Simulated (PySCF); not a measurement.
Species: triethylenediamine, C6H12N2.
SMILES with atom numbers: `[CH2:1]1[CH2:2][N:3]2[CH2:4][CH2:5][N:6]1[CH2:7][CH2:8]2` (hydrogens: H9, H10 on C1; H11, H12 on C2; H13, H14 on C4; H15, H16 on C5; H17, H18 on C7; H19, H20 on C8)

The same species was optimised twice, with GFN2-xTB and with PBE0-D3(BJ)/def2-SVP (PySCF), and the same property calculations (PySCF, gas phase) were run on both structures.

| coordinate | GFN2-xTB | PBE0-D3(BJ)/def2-SVP | change |
| --- | --- | --- | --- |
| C4–C5 (Å) | 1.548 | 1.556 | +0.008 |
| C7–C8 (Å) | 1.548 | 1.556 | +0.008 |
| C1–C2 (Å) | 1.548 | 1.556 | +0.008 |
| N3–C4 (Å) | 1.458 | 1.456 | -0.002 |
| N3–C8 (Å) | 1.458 | 1.456 | -0.002 |
| C5–N6 (Å) | 1.458 | 1.456 | -0.002 |
| N6–C7 (Å) | 1.458 | 1.456 | -0.002 |
| C1–N6 (Å) | 1.458 | 1.456 | -0.002 |
| C2–N3 (Å) | 1.458 | 1.456 | -0.002 |
| C2–N3–C8 (°) | 109.2 | 109.3 | +0.1 |
| C5–N6–C7 (°) | 109.2 | 109.3 | +0.1 |
| N3–C4–C5 (°) | 109.7 | 109.6 | -0.1 |
| N6–C7–C8 (°) | 109.7 | 109.6 | -0.1 |
| C2–C1–N6 (°) | 109.7 | 109.6 | -0.1 |
| C1–N6–C5 (°) | 109.2 | 109.3 | +0.1 |
| C1–C2–N3 (°) | 109.7 | 109.6 | -0.1 |
| C2–N3–C4 (°) | 109.2 | 109.3 | +0.1 |

Rotational constants: A = 2695, B = 2547, C = 2547 MHz (GFN2-xTB) against A = 2688, B = 2533, C = 2532 MHz (PBE0-D3(BJ)/def2-SVP). Point groups within 0.08 Å: D3h and D3h.

On the GFN2-xTB structure: HOMO (eV) -5.36 [PBE0/pcSseg-1]; LUMO (eV) 1.17 [PBE0/pcSseg-1]; GIAO shielding of C1 (×6) (mean) (ppm) 136.1 [PBE0/pcSseg-1]; GIAO shielding of N3/N6 (mean) (ppm) 243.8 [PBE0/pcSseg-1].

Question: What do these properties become on the PBE0-D3(BJ)/def2-SVP structure?

Answer: 
| property | level | on GFN2-xTB | on PBE0-D3(BJ)/def2-SVP | change |
| --- | --- | --- | --- | --- |
| HOMO (eV) | PBE0/pcSseg-1 | -5.36 | -5.35 | +0.01 |
| LUMO (eV) | PBE0/pcSseg-1 | 1.17 | 1.18 | +0.01 |
| energy, GFN2-xTB geometry as zero (kcal/mol) | PBE0/pcSseg-1 | 0.0 | -0.2 | -0.2 |
| GIAO shielding of C1 (×6) (mean) (ppm) | PBE0/pcSseg-1 | 136.1 | 134.4 | -1.7 |
| GIAO shielding of N3/N6 (mean) (ppm) | PBE0/pcSseg-1 | 243.8 | 242.6 | -1.2 |

The heavy atoms differ by 0.004 Å rms after alignment. Among bonds between heavy atoms C1–C2, C4–C5 and C7–C8 change most and about equally (+0.008 Å). Changes are differences of the printed values. Neither structure is proved a minimum here.
